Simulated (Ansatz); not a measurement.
Correlation energies of `[OH][GeH2][SH]` by basis set

```xyz
7

O     0.9135   -0.9557    0.8863
Ge   -0.2052    0.3467    0.4293
S    -0.8004    0.1633   -1.7004
H     0.5840   -1.8223    0.6354
H    -1.5244    0.2533    1.2128
H     0.5931    1.6236    0.7014
H     0.4394    0.3910   -2.1647
```

Charge 0, multiplicity 1. Correlated methods include outer-core shells of Ge, which these sets cover unevenly. Scalar relativity is left out up to krypton. The geometry is a stationary point of PBE0-D4/def2-TZVP. It is one conformer, not always the lowest. Frozen core, restricted reference, the Gaussian-basis code of Ansatz.

| basis | HF (Eh) | MP2 corr. | CCSD corr. | (T) | CCSD(T) total |
| --- | --- | --- | --- | --- | --- |
| def2-SVP | -2549.68281 | -0.55398 | -0.57917 | -0.01485 | -2550.27683 |
| def2-TZVPP | -2550.18825 | -0.68142 | -0.70758 | -0.02718 | -2550.92301 |
| def2-QZVPP | -2550.24568 | -0.98085 | – | – | – |
